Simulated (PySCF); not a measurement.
NICS in rings of unrelated molecules.

NICS = −σ at a ghost point: NICS(0) at the centroid of the ring atoms, NICS(1) 1 Å to either side along the normal of their mean plane, zz for the tensor component along that normal. Level: GIAO PBE0/pcSseg-1 (PySCF, non-relativistic, gas phase) on the GFN2-xTB geometries, one conformer each. Atom numbers follow the mapped SMILES.

Question: Order these rings by mean NICS(1)zz, lowest (most negative) first (ppm).
A. ring C2–C3–C4–C5–P7 in `[CH3:1][C@@H:2]1[CH2:3][CH2:4][C@@H:5]([CH3:6])[PH:7]1`
B. ring C4–C5–C6 in `[CH2:1]=[C:2]([CH3:3])[C@@H:4]1[CH2:5][C@@H:6]1[S-:7]` (charge -1)
C. ring C4–C5–O6–C7–S9 in `[CH3:1][N:2]([CH3:3])[c:4]1[cH:5][o:6][c:7](=[O:8])[s:9]1`
D. ring C4–C5–C6–C7–C8–N9 in `[CH3:1][C:2](=[O:3])[c:4]1[cH:5][cH:6][cH:7][cH:8][n:9]1`
E. ring C3–C4–Si5–C6 in `[N:1]#[C:2][C:3]1=[CH:4][SiH2:5][C@@H:6]1[F:7]`
F. ring C5–C6–C7 in `[CH3:1][CH:2]([CH3:3])[PH:4][CH:5]1[CH2:6][CH2:7]1`
G. ring C3–C4–C5–C6–C7–C8–C9 in `[F:1][CH2:2][c:3]1[cH:4][cH:5][cH:6][cH:7][cH+:8][cH:9]1` (charge +1)

Answer: D (-28.2), G (-25.2), F (-23.3), B (-20.9), C (-7.1), A (-1.9), E (1.4).

```csv
SMILES,ring,NICS(0),NICS(1),NICS(1)zz,HOMA,rms pucker (Å),ring atoms with four or more neighbours
CC(=O)c1ccccn1,6-membered ring with N; formal bonds all aromatic,-7.3,-11.4,-28.2,0.99,0.00,0
FCc1cccc[cH+]c1,7-membered carbocycle; formal bonds all aromatic,-5.7,-9.7,-25.2,0.99,0.00,0
CC(C)PC1CC1,3-membered carbocycle; formal bonds all single,-44.5,-8.7,-23.3,–,0.00,3
C=C(C)[C@@H]1C[C@@H]1[S-],3-membered carbocycle; formal bonds all single,-41.0,-8.0,-20.9,–,0.00,3
CN(C)c1coc(=O)s1,5-membered ring with O and S; bonds drawn aromatic by RDKit's count,-9.2,-5.2,-7.1,0.00,0.00,0
C[C@@H]1CC[C@@H](C)P1,5-membered ring with P; formal bonds all single,-5.4,-4.2,-1.9,–,0.20,4
N#CC1=C[SiH2][C@@H]1F,"4-membered ring with Si; formal bonds 1 double, 3 single",0.5,-3.3,1.4,–,0.01,2
```

NICS(0) gives another order. The isotropic NICS(1) gives the same order. HOMA uses Krygowski's 1993 parameters; it is left out where a ring has a four-coordinate atom, a triple bond, no multiple bond or a kind of bond without parameters. NICS(1) and NICS(1)zz are means over the two faces.
